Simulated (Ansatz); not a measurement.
Consider the ligand exchange at the Si–C bond: `NCOC[SiH3]` + `[CH3][Al]([OH])[OH]` → `[CH3][Al]([OH])[O][SiH3]` + `COCN`.

Calculated with Ansatz (gas phase, PBE0-D4/def2-TZVP geometries, no zero-point term in ΔE). CCSD(T)/CBS is the MP2 limit (def2-TZVPP, def2-QZVPP) plus CCSD(T) − MP2 in def2-TZVPP, frozen cores. This one scheme is used for every species. DFT in def2-TZVPP. One conformer a species, not always the lowest.

(1) Is it downhill or uphill in electronic energy at CCSD(T)/CBS, and by how much? (Estimate.)

(2) What do these levels give: ωB97M-V, PBE, HF/def2-TZVPP, MP2/def2-TZVPP, SCS-MP2/def2-TZVPP, HF/def2-QZVPP? (Estimate.)

Largest T1 diagnostic among the species: 0.012.

Answers

(1) Computed: Downhill: ΔE = -132.2 kJ/mol.

(2) Ansatz gave: ωB97M-V -130.4, PBE -118.4, HF/def2-TZVPP -159.3, MP2/def2-TZVPP -136.1, SCS-MP2/def2-TZVPP -140.8, HF/def2-QZVPP -160.8 kJ/mol.

From PBE to PBE0 (25 % exact exchange), in def2-TZVPP and without D4, ΔE moves by −7.6 kJ/mol. In def2-TZVPP, CCSD(T) changes the Hartree–Fock value by +24.8 kJ/mol (the triples alone add +3.3 kJ/mol) and MP2 by +23.2 kJ/mol.
